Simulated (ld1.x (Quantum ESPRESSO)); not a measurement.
## Before and after: RRKJ potential for nitrogen (N)

| Property | Result |
| --- | --- |
| Element | nitrogen (N) |
| Generator | ld1.x (Quantum ESPRESSO) 7.5 |
| Type | norm-conserving RRKJ (Kleinman–Bylander form) |
| Functional | LDA (PZ) |
| Relativity | scalar-relativistic |
| Frozen core | [He] |
| Valence charge | 5 |
| Reference configuration | 2s2 2p2 (charge +1) |
| Partial waves | 2s (bound): rc 1.10 bohr; 3d channel at 0.45 Ry: rc 2.20 bohr; 2p (bound): rc 2.05 bohr |
| Local potential | the p channel |
| Core correction | Bessel-smoothed model core inside 0.55 bohr |
| rho0 | 0.001 |

All-electron outer shells of the reference configuration (LDA (PZ), scalar-relativistic, ld1.x):

```
shell  level (eV)  outermost node (bohr)  outermost maximum (bohr)
   2s      -32.25                   0.32                      0.99
   2p      -20.82                      –                      0.91
```

Change: local potential the d channel.

Cutoffs: the cutoffs (Ry, on a coarse ladder) from which the occupation-weighted sum of valence levels, in a spherical-Bessel basis at the reference potential, stays within 10 and 1 mRy of its value at 400 Ry; they do not see the model core or the augmentation charge, which bear on the density cutoff. Errors are all-electron minus pseudo energies relative to the spin-unpolarised reference configuration.

**Question.** Predict the effect on cutoff, ghosts and configuration errors.

**Answer.** The potential gets neither clearly harder nor softer (90 Ry and 110 Ry → 90 Ry and 110 Ry); the s channel sets the loose cutoff, while the largest relative change is in p, which becomes softer; of the 9 tests that both files solve, the error grows in 8 and shrinks in 1 by more than 15 % and 0.3 meV (median size 117.2 → 220.2 meV); the range in which the d phases agree widens (upper end 3.0 → 4.9); neither file shows a bound ghost.

```csv
quantity,base,changed
"cutoff, loose",90 Ry,90 Ry
"cutoff, tight",110 Ry,110 Ry
loose cutoff by channel (10 mRy a level),"s 80 Ry, p 30 Ry","s 80 Ry, p 25 Ry"
bound ghosts,none,none
"error for 2s2 2p3, meV [ΔE -13.73 eV]",+6.8,+74
"error for 2s2 2p1, meV [ΔE 28.97 eV]",+154,+269
"error for 2s2 2p0, meV [ΔE 76.13 eV]",+1116,+1645
"error for 2s0 2p5, meV [ΔE 8.72 eV]",+246,+375
"error for 2s1 2p0, meV [ΔE 153.61 eV]",+2088,+2923
"error for 2s1 2p4, meV [ΔE -2.53 eV]",+117,+220
"error for 2s1 2p3, meV [ΔE 11.45 eV]",+18,+14
"error for 2s2 2p2 (spin-polarised), meV [ΔE -1.69 eV]",+8.2,-10
"error for 2s2 2p3 (spin-polarised), meV [ΔE -16.62 eV]",+70,+115
s: phases at 2.39 bohr within 0.05 rad from the reference energy up to (Ry; the scan ends near 5),-0.2,0.6
p: phases at 2.39 bohr within 0.05 rad from the reference energy up to (Ry; the scan ends near 5),-0.0,0.3
d: phases at 2.39 bohr within 0.05 rad from the reference energy up to (Ry; the scan ends near 5),3.0,4.9
```
